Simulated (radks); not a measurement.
Effect of the nuclear size on neutral ytterbium, [Xe] 4f14 6s2. All-electron calculation, Dirac Kohn-Sham, LDA (Slater exchange, Perdew-Wang correlation), spin-unpolarised, spherical densities, finite nucleus; Fermi nuclear charge, rms radius 5.3108 fm. Program: a radial shooting solver on a logarithmic mesh with Libxc functionals. The rms radius is varied about that value; shifts are against it.

| rms radius (fm) | total energy shift (eV) | density at nucleus (e/bohr^3) | 1s1/2 shift (meV) | 2s1/2 shift (meV) | 5s1/2 shift (meV) | 5p1/2 shift (meV) | 6s1/2 shift (meV) | 4f7/2 shift (meV) | 6p1/2 (empty) shift (meV) |
|---|---|---|---|---|---|---|---|---|---|
| 4.7054 | -8.50 | 1.061e+06 | -3470 | -471 | -3.63 | 0.337 | -0.141 | 0.601 | 0.118 |
| 5.1462 | -2.38 | 1.032e+06 | -972 | -132 | -1.02 | 0.094 | -0.040 | 0.168 | 0.033 |
| 5.3108 | 0 | 1.023e+06 | 0.000 | 0.000 | 0.000 | 0.000 | 0.000 | 0.000 | 0.000 |
| 5.8313 | 7.87 | 9.935e+05 | 3210 | 436 | 3.36 | -0.312 | 0.131 | -0.556 | -0.109 |
| 6.1977 | 13.7 | 9.75e+05 | 5600 | 760 | 5.85 | -0.543 | 0.228 | -0.969 | -0.191 |

Slopes of the eigenvalues against <r^2> in GHz/fm^2, as finite differences over the two radii next to the reference (eigenvalue slopes, not the field-shift constants of lines): 1s1/2 135000, 2s1/2 18300, 5s1/2 141, 5p1/2 -13.1, 6s1/2 5.48, 4f7/2 -23.3, 6p1/2 (empty) -4.58.
